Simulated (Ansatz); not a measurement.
**Nudged elastic band run: C2H9FSSi2**

Input file:

```yaml
crystal:
  periodic: [false, false, false]
  atoms:
    - { symbol: C, position_ang: [-0.048912, -1.809891, 0.73236] }
    - { symbol: Si, position_ang: [0.63406, -0.151141, 0.152837] }
    - { symbol: C, position_ang: [1.37413, -0.337335, -1.61963] }
    - { symbol: F, position_ang: [0.419071, -0.586121, -2.638178] }
    - { symbol: Si, position_ang: [-0.956043, 1.455504, 0.202439] }
    - { symbol: S, position_ang: [-1.641959, 1.727124, 2.213004] }
    - { symbol: H, position_ang: [-0.45606, -1.73988, 1.755328] }
    - { symbol: H, position_ang: [-0.860109, -2.161537, 0.073199] }
    - { symbol: H, position_ang: [0.737637, -2.583175, 0.736777] }
    - { symbol: H, position_ang: [1.748229, 0.219349, 1.020633] }
    - { symbol: H, position_ang: [2.130775, -1.169867, -1.597275] }
    - { symbol: H, position_ang: [1.95666, 0.593989, -1.863765] }
    - { symbol: H, position_ang: [-0.428086, 2.710877, -0.330272] }
    - { symbol: H, position_ang: [-2.074142, 1.098407, -0.66854] }
    - { symbol: H, position_ang: [-2.55715, 2.682898, 1.860482] }
basis:
  gaussian: { orbitals: STO-3G }
hamiltonian:
  xc: pbe
  dispersion: d4
neb:
  order_check: false
  images: 7
  f_tol: 0.5
  max_iterations: 49
  final_atoms:
    - { symbol: C, position_ang: [-0.20225501, -1.64240944, 0.51544826] }
    - { symbol: Si, position_ang: [0.49469967, 0.0118052, -0.10169403] }
    - { symbol: C, position_ang: [1.58144943, -0.41032302, -1.64556119] }
    - { symbol: F, position_ang: [0.85158065, -0.75647667, -2.81459515] }
    - { symbol: Si, position_ang: [-1.15288495, 1.57222091, -0.59795209] }
    - { symbol: S, position_ang: [-1.51680232, 1.7904784, 1.77338355] }
    - { symbol: H, position_ang: [-0.76113156, -1.53498391, 1.46194825] }
    - { symbol: H, position_ang: [-0.89413668, -2.08667583, -0.22028158] }
    - { symbol: H, position_ang: [0.59821145, -2.37975465, 0.698394] }
    - { symbol: H, position_ang: [1.49113557, 0.38699992, 0.90936402] }
    - { symbol: H, position_ang: [2.27851868, -1.25352466, -1.37985347] }
    - { symbol: H, position_ang: [2.24882753, 0.46855568, -1.86866594] }
    - { symbol: H, position_ang: [-0.14285415, 2.67386888, -0.43606686] }
    - { symbol: H, position_ang: [-2.19545329, 0.61144355, 1.97732153] }
    - { symbol: H, position_ang: [-2.70080402, 2.49797667, 1.75820969] }
  initial_path:
    images:
      - { positions_ang: [[-0.048912, -1.809891, 0.73236], [0.63406, -0.151141, 0.152837], [1.37413, -0.337335, -1.61963], [0.419071, -0.586121, -2.638178], [-0.956043, 1.455504, 0.202439], [-1.641959, 1.727124, 2.213004], [-0.45606, -1.73988, 1.755328], [-0.860109, -2.161537, 0.073199], [0.737637, -2.583175, 0.736777], [1.748229, 0.219349, 1.020633], [2.130775, -1.169867, -1.597275], [1.95666, 0.593989, -1.863765], [-0.428086, 2.710877, -0.330272], [-2.074142, 1.098407, -0.66854], [-2.55715, 2.682898, 1.860482]] }
      - { positions_ang: [[-0.05888091, -1.81301794, 0.69870183], [0.64341305, -0.16194306, 0.13296395], [1.38429847, -0.32890899, -1.61722708], [0.4541508, -0.5891896, -2.60587664], [-0.94265941, 1.4595462, 0.14140135], [-1.67129808, 1.75853233, 2.13760576], [-0.48322263, -1.72750452, 1.71146414], [-0.86518522, -2.13440664, 0.02308986], [0.70218216, -2.58093186, 0.71890954], [1.74219855, 0.20424915, 1.04057818], [2.1459447, -1.15082892, -1.60283991], [1.95112821, 0.60552119, -1.86929825], [-0.40502127, 2.72768439, -0.37303841], [-2.05016872, 0.9703829, -0.28620517], [-2.56877869, 2.71001637, 1.77916983]] }
      - { positions_ang: [[-0.06884983, -1.81614489, 0.66504366], [0.6527661, -0.17274513, 0.11309091], [1.39446695, -0.32048297, -1.61482415], [0.4892306, -0.5922582, -2.57357527], [-0.92927581, 1.46358839, 0.08036369], [-1.70063717, 1.78994065, 2.06220751], [-0.51038525, -1.71512903, 1.66760027], [-0.87026145, -2.10727628, -0.02701927], [0.66672733, -2.57868872, 0.70104208], [1.73616809, 0.18914929, 1.06052337], [2.1611144, -1.13179084, -1.60840482], [1.94559642, 0.61705339, -1.87483149], [-0.38195654, 2.74449179, -0.41580481], [-2.02619545, 0.84235881, 0.09612965], [-2.58040738, 2.73713474, 1.69785767]] }
      - { positions_ang: [[-0.07881874, -1.81927183, 0.6313855], [0.66211915, -0.18354719, 0.09321786], [1.40463542, -0.31205696, -1.61242123], [0.5243104, -0.5953268, -2.54127391], [-0.91589222, 1.46763059, 0.01932604], [-1.72997625, 1.82134898, 1.98680927], [-0.53754788, -1.70275355, 1.62373641], [-0.87533767, -2.08014593, -0.07712841], [0.63127249, -2.57644558, 0.68317462], [1.73013764, 0.17404944, 1.08046855], [2.1762841, -1.11275276, -1.61396973], [1.94006463, 0.62858558, -1.88036474], [-0.35889181, 2.76129918, -0.45857122], [-2.00222217, 0.71433471, 0.47846448], [-2.59203608, 2.76425311, 1.6165455]] }
      - { positions_ang: [[-0.08878765, -1.82239877, 0.59772733], [0.6714722, -0.19434926, 0.07334482], [1.4148039, -0.30363094, -1.61001831], [0.55939019, -0.5983954, -2.50897254], [-0.90250863, 1.47167279, -0.04171162], [-1.75931534, 1.85275731, 1.91141103], [-0.56471051, -1.69037807, 1.57987255], [-0.8804139, -2.05301557, -0.12723755], [0.59581765, -2.57420243, 0.66530716], [1.72410719, 0.15894959, 1.10041374], [2.1914538, -1.09371468, -1.61953464], [1.93453283, 0.64011778, -1.88589798], [-0.33582708, 2.77810658, -0.50133762], [-1.97824889, 0.58631062, 0.86079931], [-2.60366477, 2.79137148, 1.53523333]] }
      - { positions_ang: [[-0.11715449, -1.77740144, 0.57715756], [0.62727907, -0.14281064, 0.02958511], [1.45646528, -0.33030396, -1.61890403], [0.63243781, -0.63791572, -2.58537819], [-0.96510271, 1.49680982, -0.18077174], [-1.69868708, 1.83718758, 1.87690416], [-0.61381577, -1.65152953, 1.55039147], [-0.88384459, -2.06143064, -0.15049856], [0.5964161, -2.52559049, 0.67357887], [1.66586428, 0.21596217, 1.05265131], [2.21322002, -1.13366718, -1.55961435], [2.01310651, 0.59722725, -1.88158997], [-0.28758385, 2.75204715, -0.48501993], [-2.03254999, 0.59259385, 1.13992986], [-2.62794958, 2.71802278, 1.59097742]] }
      - { positions_ang: [[-0.14552133, -1.73240411, 0.55658779], [0.58308593, -0.09127203, -0.0141746], [1.49812666, -0.35697698, -1.62778975], [0.70548542, -0.67743604, -2.66178384], [-1.02769679, 1.52194685, -0.31983185], [-1.63805883, 1.82161786, 1.84239729], [-0.66292103, -1.61268099, 1.5209104], [-0.88727529, -2.0698457, -0.17375957], [0.59701455, -2.47697854, 0.68185058], [1.60762138, 0.27297475, 1.00488888], [2.23498624, -1.17361967, -1.49969405], [2.09168018, 0.55433673, -1.87728196], [-0.23934061, 2.72598773, -0.46870224], [-2.08685109, 0.59887708, 1.41906042], [-2.65223439, 2.64467407, 1.64672151]] }
      - { positions_ang: [[-0.17388817, -1.68740677, 0.53601803], [0.5388928, -0.03973342, -0.05793432], [1.53978805, -0.38365, -1.63667547], [0.77853304, -0.71695636, -2.73818949], [-1.09029087, 1.54708388, -0.45889197], [-1.57743057, 1.80604813, 1.80789042], [-0.7120263, -1.57383245, 1.49142932], [-0.89070599, -2.07826077, -0.19702057], [0.597613, -2.4283666, 0.69012229], [1.54937848, 0.32998733, 0.95712645], [2.25675246, -1.21357217, -1.43977376], [2.17025385, 0.51144621, -1.87297395], [-0.19109738, 2.6999283, -0.45238455], [-2.14115219, 0.60516031, 1.69819097], [-2.67651921, 2.57132537, 1.7024656]] }
      - { positions_ang: [[-0.20225501, -1.64240944, 0.51544826], [0.49469967, 0.0118052, -0.10169403], [1.58144943, -0.41032302, -1.64556119], [0.85158065, -0.75647667, -2.81459515], [-1.15288495, 1.57222091, -0.59795209], [-1.51680232, 1.7904784, 1.77338355], [-0.76113156, -1.53498391, 1.46194825], [-0.89413668, -2.08667583, -0.22028158], [0.59821145, -2.37975465, 0.698394], [1.49113557, 0.38699992, 0.90936402], [2.27851868, -1.25352466, -1.37985347], [2.24882753, 0.46855568, -1.86866594], [-0.14285415, 2.67386888, -0.43606686], [-2.19545329, 0.61144355, 1.97732153], [-2.70080402, 2.49797667, 1.75820969]] }
```

Run as:

```bash
$ ansatz run input.yaml --threads 1 --pin off --max-ram 2048MiB --backend cpu --events-out ev --progress --plain --runs-dir out
```

Output, in part (warnings, iteration lines, the closing report on the highest movable image, with atoms numbered from 0):

```
NEB end point (image 0): max|allowed force component| = 8.648e-3 eV/Å (the criterion of neb.relax_end_points is 1.000e-1)
NEB end point (image 8): max|allowed force component| = 1.633e-2 eV/Å (the criterion of neb.relax_end_points is 1.000e-1)
NEB iter   1: max|band force component| = 6.664e0 eV/Å  barrier→ = 5.3978 eV  barrier← = 2.6090 eV  Δτ_max = 0.2000 Å  (204 SCF iters)
NEB iter   2: max|band force component| = 2.555e0 eV/Å  barrier→ = 3.7532 eV  barrier← = 0.9643 eV  Δτ_max = 0.2000 Å  (188 SCF iters)
NEB iter   3: max|band force component| = 1.125e0 eV/Å  barrier→ = 3.5212 eV  barrier← = 0.7324 eV  Δτ_max = 0.1730 Å  (180 SCF iters)
NEB iter   4: max|band force component| = 6.556e-1 eV/Å  barrier→ = 3.4207 eV  barrier← = 0.6319 eV  Δτ_max = 0.1590 Å  (173 SCF iters)
NEB iter   5: max|band force component| = 3.529e-1 eV/Å  barrier→ = 3.3399 eV  barrier← = 0.5511 eV  CI = image 5  Δτ_max = 0.0000 Å  (340 SCF iters)
Total energy: -31138.90966129 eV, -1144.3338233414 hartree
Atom 0 at    -0.119907    -1.722412     0.591593 Å, force     0.152769    -0.116450    -0.004681 eV/Å
Atom 1 at     0.608166    -0.058450     0.055321 Å, force     0.038065    -0.064102    -0.152359 eV/Å
Atom 2 at     1.542760    -0.358964    -1.617477 Å, force    -0.270115     0.001614    -0.134646 eV/Å
Atom 3 at     0.665636    -0.561224    -2.726790 Å, force     0.168053     0.006631     0.174610 eV/Å
Atom 4 at    -1.142368     1.364131    -0.366443 Å, force    -0.012981     0.011596    -0.063159 eV/Å
Atom 5 at    -1.594490     1.714339     2.024511 Å, force     0.103060     0.049772     0.292882 eV/Å
Atom 6 at    -0.594234    -1.669322     1.587620 Å, force     0.014283     0.023165    -0.027889 eV/Å
Atom 7 at    -0.893057    -2.051890    -0.124978 Å, force     0.024195     0.006637     0.049011 eV/Å
Atom 8 at     0.646877    -2.517915     0.634807 Å, force    -0.055447     0.070560     0.017676 eV/Å
Atom 9 at     1.667656     0.285828     1.012403 Å, force    -0.114353     0.057948    -0.008149 eV/Å
Atom 10 at     2.227431    -1.245801    -1.518775 Å, force     0.009441     0.013483     0.023950 eV/Å
Atom 11 at     2.208910     0.521996    -1.834554 Å, force     0.021521    -0.024715     0.052137 eV/Å
Atom 12 at    -0.391810     2.645634    -0.513485 Å, force    -0.023202     0.011927     0.057646 eV/Å
Atom 13 at    -2.299718     0.925377     1.005423 Å, force    -0.203909    -0.111333    -0.270650 eV/Å
Atom 14 at    -2.553751     2.677876     1.820222 Å, force     0.148623     0.063268    -0.006379 eV/Å
Dipole moment:    -0.317447     0.325588     0.439077 e Å
```

The run converged. The threshold of 0.5 eV/Å is loose, so the images may lie well off the minimum-energy path. Neighbouring images differ by up to 1.8 eV, so the band resolves the path poorly. The order of the stationary point at the top wasn't checked. The orbitals stay closed-shell, which can raise the energy where a bond breaks towards radicals; this wasn't checked here. Limits of this set-up: minimal basis.

Final band (atoms are numbered from 1 in the order of the input):

```
image  path coordinate (Å)  energy (kJ/mol)  Si5–H14 (Å)  S6–H14 (Å)
    0                 0.00              0.0         1.46        2.98
    1                 0.53              1.2         1.46        2.97
    2                 1.07              5.1         1.46        2.89
    3                 1.60             70.3         1.45        2.46
    4                 2.13            247.9         1.52        1.95
    5                 2.66            322.2         1.85        1.47
    6                 3.19            298.0         2.42        1.37
    7                 3.72            271.5         2.83        1.37
    8                 4.25            269.1         2.94        1.38
```

Time of the run: 2.4 min on 1 thread of Arm Neoverse V2 (shared host), peak memory 0.11 GiB.
